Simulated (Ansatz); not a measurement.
Relaxed structures of AlBSiH₅O (charge +1), singlet (PBE0-D4/def2-TZVP; forces vanish, vibrations not checked; lower isomers may exist, and structures with a doubtful reference or unclear bonds are left out; Å). Computed with Ansatz 0.2.0 (basis: def2-TZVPP); correlated methods freeze the cores.

**Question.** Rank them by CCSD(T) energy, lowest first, and give each one's height above the lowest. Links in brackets join atoms within 1.22 times the sum of their covalent radii (1.1 for two metals). (Judge from chemistry; the value comes from the calculation.)
A.
AlBSiH₅O ([BH]1[OH][AlH][SiH2]1), total charge +1
```
9
angstrom
Si 0.8245 1.1960 -0.2794
Al -1.3371 0.2583 -0.8526
B 0.7055 -0.5840 0.7144
O -0.5710 -1.0877 0.3502
H -2.7593 -0.1912 -1.3306
H 0.8049 2.3902 0.5945
H 1.8304 1.2318 -1.3643
H 1.3609 -1.2476 1.4482
H -0.8690 -1.9420 0.7030
```
B.
AlBSiH₅O ([OH][BH][Al][SiH3]), total charge +1
```
9
angstrom
Si -0.8248 1.8198 -1.5070
Al -0.0189 -0.0855 -0.1624
B 0.6980 -1.7597 1.0444
O 0.9106 -1.4081 2.3079
H -1.6802 1.2312 -2.5643
H -1.5771 2.6821 -0.5657
H 0.3930 2.4716 -2.0438
H 0.8693 -2.8507 0.5882
H 1.2302 -2.1008 2.9026
```
C.
AlBSiH₅O ([OH2][BH]1[Al][SiH2]1), total charge +1
```
9
angstrom
Si -0.1432 0.7762 -0.5733
Al 2.1104 1.0035 0.1463
B 0.8017 -0.5651 0.7195
O 0.0032 -1.3199 1.7515
H -0.5417 -0.8463 2.3966
H -0.4247 2.0373 0.1801
H -1.3850 0.3125 -1.2508
H 1.5771 -1.3341 0.2106
H 0.2711 -2.2014 2.0566
```

**Answer.** Computed: A (0.000 eV), B (0.596 eV), C (2.551 eV). Heights count from the lowest.

The T1 diagnostic stays at or below 0.018. The restricted Hartree–Fock reference is unstable towards an unrestricted one at one or more of these structures.

For scale, one of the runs: CCSD(T)/def2-TZVPP, 216 basis functions, launched by `ansatz run in.yaml --threads 2 --pin off --events-out ev --progress --plain --max-ram 4352MiB`. The run took 67 s on 2 CPU threads of an Arm Neoverse V2 (shared host), with 2.9 GiB of host memory at its peak.
